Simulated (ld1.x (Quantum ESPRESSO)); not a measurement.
**Varying the RRKJ potential for hydrogen**

Base potential:

* Element: hydrogen (H)
* Generator: ld1.x (Quantum ESPRESSO) 7.5
* Type: norm-conserving RRKJ (Kleinman–Bylander form)
* Functional: PBE
* Relativity: scalar-relativistic
* Frozen core: none
* Valence charge: 1
* Reference configuration: 1s1
* Partial waves: 1s (bound): rc 1.25 bohr; 2p channel at 0.2 Ry: rc 1.30 bohr
* Local potential: all-electron potential smoothed inside 0.95 bohr (lloc = -1)
* Core correction: none
* rho0: 0.01

All-electron outer shells of the reference configuration (PBE, scalar-relativistic, ld1.x):

```tsv
shell	level (eV)	outermost node (bohr)	outermost maximum (bohr)
1s	-6.49	–	1.03
```

Cutoffs, loose and tight: the cutoffs (Ry, on a coarse ladder) from which the occupation-weighted sum of valence levels, in a spherical-Bessel basis at the reference potential, stays within 10 and 1 mRy of its value at 400 Ry. They do not see the model core or the augmentation charge, which bear on the density cutoff. Test errors are all-electron minus pseudo excitation energies from the reference, over the configurations 1s0.5. A dash means not determined; rows that change the core or the reference have their own tests.

| change | outcome | cutoff, loose | cutoff, tight | bound ghosts |
| --- | --- | --- | --- | --- |
| base | generated | 90 Ry | 110 Ry | none |
| wave 2p channel at 0.2 Ry: rc 1.30 bohr becomes 2p channel at 0.2 Ry: rc 0.82 bohr | generated | 90 Ry | 110 Ry | none |
| local potential all-electron potential smoothed inside 1.32 bohr (lloc = -1) | generated | 90 Ry | 110 Ry | none |
| wave 2p channel at 0.2 Ry: rc 1.30 bohr becomes 2p channel at 0.03 Ry: rc 1.30 bohr | generated | 90 Ry | 110 Ry | none |
| wave 1s (bound): rc 1.25 bohr becomes 1s (bound): rc 1.46 bohr | generated | 70 Ry | 80 Ry | none |
| type TM; local potential the s channel; rho0 0 | generated | 21 Ry | 35 Ry | none |
| local potential the s channel | generated | 21 Ry | 35 Ry | none |
| wave 2p channel at 0.2 Ry: rc 1.30 bohr becomes 2p channel at 0.66 Ry: rc 1.30 bohr | generated | 90 Ry | 110 Ry | none |
| wave 2p channel at 0.2 Ry: rc 1.30 bohr becomes 2p channel at 0.2 Ry: rc 0.92 bohr | generated | 90 Ry | 110 Ry | none |
| local potential all-electron potential smoothed inside 1.10 bohr (lloc = -1) | generated | 90 Ry | 110 Ry | none |

Problem. What comes out with this change to the base: all radii scaled by about 0.78 (s 0.98, p 1.02 bohr); local potential all-electron potential smoothed inside 0.74 bohr (lloc = -1)?

Solution. outcome: generated; cutoff, loose: 140 Ry; cutoff, tight: 180 Ry; bound ghosts: none.

Problem. What comes out with this change to the base: all radii scaled by about 1.11 (s 1.40, p 1.44 bohr); local potential all-electron potential smoothed inside 1.06 bohr (lloc = -1)?

Solution. outcome: generated; cutoff, loose: 70 Ry; cutoff, tight: 90 Ry; bound ghosts: none.
